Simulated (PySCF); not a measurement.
# The 3-electron isoelectronic series, spin-free X2C

Calculated with PySCF 2.14 from differences of total energies of unrestricted determinants, without spin-orbit coupling. Each ion has its own even-tempered basis scaled to its charge (19s8p5d5f4g for the first); frozen: nothing. Ionisation energies in eV, correlation energies of the ion in mhartree.

| ion | configuration | UHF | LDA | PBE | PBE0 | r2SCAN | MP2 (all electrons) | E_corr MP2 | NIST (with spin-orbit, Breit and QED) |
| --- | --- | --- | --- | --- | --- | --- | --- | --- | --- |
| Rb³⁴⁺ | [He] 2s1 (2S) | 4359.2 | 4354.7 | 4362.4 | 4361.7 | 4357.3 | 4359.3 | -57.7 | 4356.9 (t) |
| Zr³⁷⁺ | [He] 2s1 (2S) | 5150.0 | 5144.9 | 5153.5 | 5152.7 | 5147.9 | 5150.2 | -58.9 | 5146.9 (t) |
| Nb³⁸⁺ | [He] 2s1 (2S) | 5429.4 | 5424.2 | 5433.0 | 5432.2 | 5427.2 | 5429.6 | -59.3 | 5426.1 (t) |
| Mo³⁹⁺ | [He] 2s1 (2S) | 5716.8 | 5711.4 | 5720.5 | 5719.7 | 5714.6 | 5717.0 | -59.7 | 5713.2 (t) |
| Tc⁴⁰⁺ | [He] 2s1 (2S) | 6012.3 | 6006.7 | 6016.1 | 6015.2 | 6010.0 | 6012.5 | -60.1 | 6008.4 (t) |
| Ru⁴¹⁺ | [He] 2s1 (2S) | 6316.0 | 6310.2 | 6319.9 | 6319.0 | 6313.6 | 6316.2 | -60.6 | 6311.7 (t) |
| Rh⁴²⁺ | [He] 2s1 (2S) | 6627.9 | 6621.9 | 6631.9 | 6631.0 | 6625.5 | 6628.1 | -61.0 | 6623.3 (t) |
| Pd⁴³⁺ | [He] 2s1 (2S) | 6948.1 | 6941.9 | 6952.2 | 6951.2 | 6945.6 | 6948.3 | -61.5 | 6943.1 (t) |
| Ag⁴⁴⁺ | [He] 2s1 (2S) | 7276.7 | 7270.3 | 7280.9 | 7279.9 | 7274.1 | 7276.9 | -62.0 | 7271.3 (t) |

(1) Interpolate the row of Sr³⁵⁺.

Each ion has its own basis, which adds noise of up to about 0.1 % along the series.

NIST values marked (s) are semi-empirical, (t) theoretical. Open shells are high-spin determinants of the terms that Hund's rules give.

At high Z the X2C-1e correlation energies are inflated by the missing two-electron picture change in the 1s pairs.

## Answers

(1) configuration [He] 2s1 (2S); UHF 4614.9; LDA 4610.3; PBE 4618.3; PBE0 4617.5; r2SCAN 4613.0; MP2 (all electrons) 4615.1; E_corr MP2 -58.1; NIST (with spin-orbit, Breit and QED) 4612.4 (t).
